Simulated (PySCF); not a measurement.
Working out the excitation energy of P

P [Ne] 3s2 3p3 (4S) → P [Ne] 3s1 3p4 (4P). Computed with PySCF 2.14 in dyall-av2z, with no relativity, point nucleus. Frozen: [Ne]; the 16 highest virtual orbitals dropped. Energies in hartree (1 hartree = 27.21139 eV):

| part | P (lower) | P (upper) |
| --- | --- | --- |
| UHF | -340.709286 | -340.416569 |
| MP2 opposite-spin | -0.049475 | -0.047786 |
| MP2 same-spin | -0.019512 | -0.019319 |

Task: What does Hartree-Fock give?

Result: (-340.416569) − (-340.709286) = 0.292717 hartree = 7.965 eV.

Task: What do MP2 and SCS-MP2 (6/5 opposite-spin, 1/3 same-spin) give?

Result: The opposite-spin parts differ by 0.046 eV and the same-spin parts by 0.005 eV. MP2: 7.965 + (0.046) + (0.005) = 8.016 eV. SCS-MP2: 7.965 + 1.2 × (0.046) + (0.005)/3 = 8.022 eV.

Measured between the centres of the two terms (NIST): 7.395 eV, so MP2 (valence) is off by 0.621 eV.

A double-zeta basis recovers only part of the correlation energy.

What remains against the reference includes basis incompleteness, the frozen core and correlation beyond second order.
